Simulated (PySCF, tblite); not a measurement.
## A complex of Ca2+ and 2 × hydrogen sulfide

A gas-phase complex of Ca2+ and 2 × hydrogen sulfide; charge +2, singlet. The structure comes from a short search (6 tight-binding starts) and was optimised by PBE0-D3(BJ)/def2-SVPD; another way of binding may lie lower.

This structure isn't a minimum: the optimisation stopped short of the minimum along a soft mode, which is imaginary here (27i cm⁻¹ by PBE0-D3(BJ)/def2-SVPD), and forces of up to 0.012 eV/Å are left. All values below rest on it.

```tsv
part	name	SMILES	atoms	charge	multiplicity
1	Ca2+	[Ca+2]	1	+2	1
2	hydrogen sulfide	S	2–4	0	1
3	hydrogen sulfide	S	5–7	0	1
```

Coordinates in Å:
```
Ca1     0.975   -0.891    0.574
S2      1.709   -0.466   -2.133
H3      1.443    0.855   -2.311
H4      3.055   -0.282   -2.052
S5     -0.945   -2.968    0.777
H6     -0.451   -3.747    1.776
H7     -1.915   -2.416    1.555
```

| contact | kind (by geometry) | distance (Å) | angle (°) |
| --- | --- | --- | --- |
| Ca1···S5 | ion contact | 2.836 | - |
| Ca1···S2 | ion contact | 2.837 | - |

Interaction energies are complex less parts, with the parts frozen as they stand in it; counterpoise-corrected, in kcal/mol (PySCF).

Task: How strongly do the parts interact, level by level?

Result: 
```
                  level  interaction  superposition error removed
wB97M-D3(BJ)/def2-TZVPD       -84.09                        -0.29
 PBE0-D3(BJ)/def2-TZVPD       -89.28                        -0.27
```

Task: What holds them together? Decompose the wB97M-D3(BJ)/def2-TZVPD energy: frozen parts, their antisymmetrised product, then relaxation.

Result: electrostatic -53.0, Pauli repulsion +38.1, orbital relaxation -67.6, dispersion correction -1.9 kcal/mol, which sum to the value before the counterpoise correction; the Pauli term holds the exchange-correlation of the frozen density too. Of the attraction, 55 % is orbital relaxation, 43 % is electrostatic, 2 % is dispersion correction.

Task: Are the pair energies additive?

Result: The pairs sum to -93.39 kcal/mol (1–2 -46.7, 1–3 -46.7, 2–3 0.1); the rest of +9.30 is a many-body weakening.

The parts were also relaxed and run alone, at the levels used for the complex: shieldings by PBE0/pcSseg-2; core levels by delta-SCF with SCAN, pcX-2 on the ionised atom and pcseg-1 elsewhere, spin-free X2C (2p3/2 is the spin-free 2p value less a third of a first-order spin-orbit splitting).

Task: What does binding change?

Result: 
```json
{"property": "shielding of Ca1 (ppm)", "alone": "1413.0", "in the complex": "1156.4", "change": "-256.6"}
{"property": "shielding of S5 (ppm)", "alone": "704.4", "in the complex": "648.3", "change": "-56.1"}
{"property": "shielding of S2 (ppm)", "alone": "704.4", "in the complex": "648.8", "change": "-55.6"}
{"property": "S2 2p3/2 core level (eV)", "alone": "170.38", "in the complex": "179.70", "change": "+9.32"}
{"property": "S5 2p3/2 core level (eV)", "alone": "170.38", "in the complex": "179.70", "change": "+9.32"}
```

Multiply charged ions in the gas phase bind far more strongly than in solution.

The 5 runs behind this took 3.8 min in all, one thread each of Arm Neoverse V2 on a shared host, launched as `OMP_NUM_THREADS=1 python cluster_run.py task.json out`.
